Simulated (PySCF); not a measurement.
# Radial density of Co⁺ (cobalt, charge +1)

M06-2X, [Ar] 3d8, high-spin 3F determinant. Calculation: PySCF 2.14, in cc-pVTZ-DK; scalar relativity by spin-free X2C-1e.

| r (bohr) | 4πr²ρ (e/bohr) | 4πr²(ρα − ρβ) |
| --- | --- | --- |
| 0.000997 | 0.2422 | 0.0000 |
| 0.00168 | 0.6089 | 0.0000 |
| 0.00282 | 1.498 | 0.0000 |
| 0.00474 | 3.556 | -0.0001 |
| 0.00798 | 7.945 | -0.0002 |
| 0.0134 | 15.94 | -0.0005 |
| 0.0226 | 26.57 | -0.0007 |
| 0.0380 | 32.71 | -0.0007 |
| 0.0639 | 27.81 | 0.0010 |
| 0.107 | 27.50 | 0.0165 |
| 0.181 | 36.68 | 0.1414 |
| 0.304 | 21.12 | 0.7038 |
| 0.511 | 16.20 | 1.7062 |
| 0.860 | 15.76 | 1.7170 |
| 1.45 | 4.427 | 0.6967 |
| 2.43 | 0.6801 | 0.1000 |
| 4.09 | 0.03600 | -0.0010 |
| 6.88 | 0.0003772 | 0.0000 |

Densities and radii are taken from the X2C orbitals without a picture-change correction, which distorts them close to the nucleus.
